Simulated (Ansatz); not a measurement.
C$_{2}$H$_{5}$O (SMILES CC[O]), doublet, at a GFN2-xTB geometry; CCSD(T) on PBE0/def2-TZVP (Ansatz, a first-principles code).

Input for Ansatz:
Ansatz 0.2 input:
```yaml
crystal:
  periodic: [false, false, false]
  atoms:
    - {symbol: C, position_ang: [1.17191809, -0.13861492, 0.23335589]}
    - {symbol: C, position_ang: [-0.34359491, -0.31108949, 0.15398349]}
    - {symbol: O, position_ang: [-1.03045264, 0.58901072, -0.50055513]}
    - {symbol: H, position_ang: [1.62084732, -0.94877495, 0.80144225]}
    - {symbol: H, position_ang: [1.59524001, -0.12379096, -0.76860675]}
    - {symbol: H, position_ang: [1.41159131, 0.81016619, 0.70845745]}
    - {symbol: H, position_ang: [-0.76636098, -0.42127018, 1.18828914]}
    - {symbol: H, position_ang: [-0.58763560, -1.33018941, -0.24917730]}
basis:
  gaussian:
    orbitals: def2-TZVP
hamiltonian:
  xc: pbe0
magnetization: {spin_polarized: true, initial_magnetization: 1}
correlation: {method: ccsd_t}
```

What the program printed (banner, timings and long lists left out):

```
Functional definition: PBE0
851 factors; integrals over basis functions are off by at most 1.1e-3 eV
mean field evaluation 1: about -4191.6357 eV, gradient 3.6e1 eV
mean field evaluation 2: about -4191.6774 eV, gradient 3.6e1 eV
mean field evaluation 4: about -4197.2739 eV, gradient 4.3e0 eV
mean field evaluation 8: about -4197.3590 eV, gradient 4.6e-1 eV
mean field evaluation 16: about -4197.3607 eV, gradient 2.8e-4 eV
mean field evaluation 32: about -4197.3583 eV, gradient 6.4e-2 eV
mean field -4197.36072219 eV, -154.2501614671 hartree, gradient 4.8e-6 eV, S^2 0.755129; 2 other end points of the search recorded, 0 dependent functions left out
3 core orbitals not correlated
reference -4176.80525699 eV, -153.4947620541 hartree; 10, 9 occupied and 110, 111 virtual orbitals, 851 factors
second order -15.15703939 eV of doubles, -0.39591506 eV of singles
cycle   1  -15.54351436 eV  change    5.6e-3 eV  update   8.5e-2
cycle   2  -15.91126011 eV  change   -3.7e-1 eV  update   2.8e-2
cycle   3  -16.00591850 eV  change   -9.5e-2 eV  update   9.1e-3
cycle   4  -16.01099673 eV  change   -5.1e-3 eV  update   3.0e-3
cycle   5  -16.01068014 eV  change    3.2e-4 eV  update   1.2e-3
cycle   6  -16.01065458 eV  change    2.6e-5 eV  update   5.0e-4
cycle   7  -16.01067453 eV  change   -2.0e-5 eV  update   2.1e-4
cycle   8  -16.01064714 eV  change    2.7e-5 eV  update   9.5e-5
cycle   9  -16.01061886 eV  change    2.8e-5 eV  update   4.8e-5
cycle  10  -16.01059243 eV  change    2.6e-5 eV  update   2.2e-5
cycle  11  -16.01058580 eV  change    6.6e-6 eV  update   9.4e-6
perturbative correction -0.59054531 eV, -0.0217021400 hartree
Total energy: -4193.40638810 eV, -154.1048423698 hartree
```
